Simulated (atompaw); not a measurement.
## Pseudopotential generation for manganese (Mn): PAW (atompaw), LDA (PW92), scalar-relativistic.

- Element: manganese
- Generator: atompaw 4.2.0.5
- Type: PAW
- Functional: LDA (PW92)
- Relativity: scalar-relativistic
- Frozen core: [Ar]
- Valence charge: 7
- Reference configuration: 3d5 4s1.5 4p0 (charge +0.5)
- Partial waves: 4s (bound): rc 2.00 bohr; 4s channel at 2.1 Ry: rc 2.00 bohr; 4p (bound, empty): rc 2.95 bohr; 4p channel at 0.2 Ry: rc 2.95 bohr; 3d (bound): rc 1.25 bohr; 3d channel at 4.25 Ry: rc 1.25 bohr
- Local potential: bessel scheme, radius 1.95 bohr
- Core correction: smooth core density matched at 2.75 bohr
- Augmentation charge: gaussian compensation charge, radius 2.90 bohr; PAW radius 2.95 bohr; waves and projectors: custom rrkj vanderbiltortho

All-electron outer shells of the reference configuration (LDA (PW92), scalar-relativistic, ld1.x):

```json
{"shell": "3p", "level (eV)": "-58.46", "outermost node (bohr)": "0.31", "outermost maximum (bohr)": "0.75"}
{"shell": "3d", "level (eV)": "-10.93", "outermost node (bohr)": "–", "outermost maximum (bohr)": "0.75"}
{"shell": "4s", "level (eV)": "-8.61", "outermost node (bohr)": "1.05", "outermost maximum (bohr)": "2.41"}
{"shell": "4p", "level (eV)": "-4.29", "outermost node (bohr)": "1.15", "outermost maximum (bohr)": "3.10"}
```

**Question.** Estimate the cutoffs (Ry, on a coarse ladder) from which the occupation-weighted sum of valence levels, in a spherical-Bessel basis at the reference potential, stays within 10 and 1 mRy of its value at 400 Ry.

**Answer.** 70 Ry and 110 Ry.

**Question.** Does the potential have ghost states?

**Answer.** No extra level below or beside the all-electron valence levels (s, p, d, f tested).

**Question.** Is the overlap operator S = 1 + Σ q|β⟩⟨β| positive definite (Bessel basis up to 400 Ry)?

**Answer.** Yes: its lowest eigenvalue is 0.45 (d channel).

**Question.** Which valence shell sets the plane-wave cutoff?

**Answer.** 3d: its level needs 70 Ry to come within 1 mRy, against 10 Ry for 4s.
